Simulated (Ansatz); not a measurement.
SrO₂, relaxed as a singlet with RKS PBE-D4/def2-TZVP in Ansatz, starting from the GFN2-xTB geometry. Force threshold 0.02 eV/Å.

In the def2 sets Sr takes a core potential; there is no spin–orbit coupling. The structure holds 1 bond(s) between oxygen atoms. The structure comes from a short search, and lower isomers may exist.

Start:

```xyz
3

Sr    0.977   -0.833   -0.344
O    -0.920    0.056   -0.182
O    -0.057    0.777    0.526
```

(1) Estimate the energy that the relaxation releases and the steps that it takes.

(2) Does the start keep its bonding and symmetry?

(3) Predict the relaxed structure.

Answers

(1) 9.3 kcal/mol, in 5 steps; 4 s on 4 threads of Arm Neoverse V1 on a shared host. No frequencies were taken in this run, so the end may be a saddle point.

(2) By distances, no bond broke or formed. The bond that changes most is O2–O3, from 1.33 to 1.52 Å (atoms count from 1). Point group C2v at the start, C2v at the end, both within 0.05 Å.

(3) 
```xyz
3

Sr    0.9655   -0.8229   -0.3393
O    -0.9754    0.0001   -0.2344
O     0.0099    0.8228    0.5737
```
Bond lengths: 2 × O–Sr 2.11 Å; 1 × O–O 1.52 Å.
